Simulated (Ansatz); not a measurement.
```yaml
crystal:
  periodic: [false, false, false]
  atoms:
    - {symbol: C, position_ang: [-2.893282, -1.116019, 0.992225]}
    - {symbol: C, position_ang: [0.380367, -0.790519, 0.938250]}
    - {symbol: C, position_ang: [1.984356, -2.597961, 3.173561]}
    - {symbol: C, position_ang: [1.786518, 0.974531, -0.950807]}
    - {symbol: Si, position_ang: [0.028702, 3.313446, -3.805503]}
    - {symbol: H, position_ang: [-3.767740, -0.501279, 3.151324]}
    - {symbol: H, position_ang: [-3.992449, 0.227590, -0.665551]}
    - {symbol: H, position_ang: [-3.519684, -3.413386, 0.626538]}
    - {symbol: H, position_ang: [1.265585, -2.026683, 5.401583]}
    - {symbol: H, position_ang: [4.358521, -2.287329, 3.035530]}
    - {symbol: H, position_ang: [1.499352, -4.940050, 2.880485]}
    - {symbol: H, position_ang: [4.176532, 1.050371, -0.800024]}
    - {symbol: H, position_ang: [2.361076, 4.925328, -5.438364]}
    - {symbol: H, position_ang: [-1.695793, 1.549601, -5.965060]}
    - {symbol: H, position_ang: [-2.020239, 5.520379, -2.509291]}
basis:
  gaussian: {orbitals: def2-TZVP}
hamiltonian: {xc: {name: revPBE0}, dispersion: d4}
output: {forces: true}
```

```sh
$ ansatz run in.yaml --threads 4 --pin off --events-out ev --progress --plain --max-ram 10444MiB
```

It prints (some lines left out):

```
Functional definition: revPBE0
1428 factors; their error is unknown
mean field evaluation 1: about -12089.0022 eV, gradient 5.9e1 eV
mean field evaluation 2: about -11561.3030 eV, gradient 2.8e2 eV
mean field evaluation 4: about -11639.0216 eV, gradient 2.3e2 eV
mean field evaluation 8: about -12121.2903 eV, gradient 2.6e0 eV
mean field evaluation 16: about -12121.2268 eV, gradient 5.2e0 eV
mean field evaluation 32: about -12121.5762 eV, gradient 1.2e0 eV
mean field evaluation 64: about -12118.6456 eV, gradient 2.2e1 eV
mean field evaluation 96: about -12120.3817 eV, gradient 3.5e0 eV
mean field -12121.64330375 eV, -445.4621750680 hartree, gradient 4.3e-5 eV, S^2 0.000000; 10 other end points of the search recorded, 0 dependent functions left out
reference -12121.64338516 eV, -445.4621780596 hartree; 24, 24 occupied and 197, 197 virtual orbitals, 1428 factors
Total energy: -12122.01274899 eV, -445.4757519298 hartree
Atom 0 at    -2.893282    -1.116019     0.992225 Å, force    -1.559987    -0.217674     0.097523 eV/Å
Atom 1 at     0.380367    -0.790519     0.938250 Å, force     0.517270     0.306715    -0.300378 eV/Å
Atom 2 at     1.984356    -2.597961     3.173561 Å, force     0.639229    -0.796372     0.981167 eV/Å
Atom 3 at     1.786518     0.974531    -0.950807 Å, force     1.409897    -0.589629     0.819174 eV/Å
Atom 4 at     0.028702     3.313446    -3.805503 Å, force    -0.395126     0.638395    -0.770360 eV/Å
Atom 5 at    -3.767740    -0.501279     3.151324 Å, force     0.788538    -0.538904    -1.922365 eV/Å
Atom 6 at    -3.992449     0.227590    -0.665551 Å, force     0.978815    -1.184017     1.461919 eV/Å
Atom 7 at    -3.519684    -3.413386     0.626538 Å, force     0.568490     2.045556     0.318177 eV/Å
Atom 8 at     1.265585    -2.026683     5.401583 Å, force     0.644914    -0.498335    -1.994128 eV/Å
Atom 9 at     4.358521    -2.287329     3.035530 Å, force    -2.142053    -0.281996     0.126398 eV/Å
Atom 10 at     1.499352    -4.940050     2.880485 Å, force     0.436970     2.094822     0.249604 eV/Å
Atom 11 at     4.176532     1.050371    -0.800024 Å, force    -2.429799    -0.157804    -0.060576 eV/Å
Atom 12 at     2.361076     4.925328    -5.438364 Å, force    -0.876289    -0.623501     0.634014 eV/Å
Atom 13 at    -1.695793     1.549601    -5.965060 Å, force     0.650044     0.630059     0.814046 eV/Å
Atom 14 at    -2.020239     5.520379    -2.509291 Å, force     0.769087    -0.827313    -0.454215 eV/Å
Dipole moment:     0.324837     0.160922    -0.154169 e Å
```

In this input the geometry is stretched to more than twice its size. The calculation finished and met its thresholds. The result belongs to that input, not to the molecule as meant.
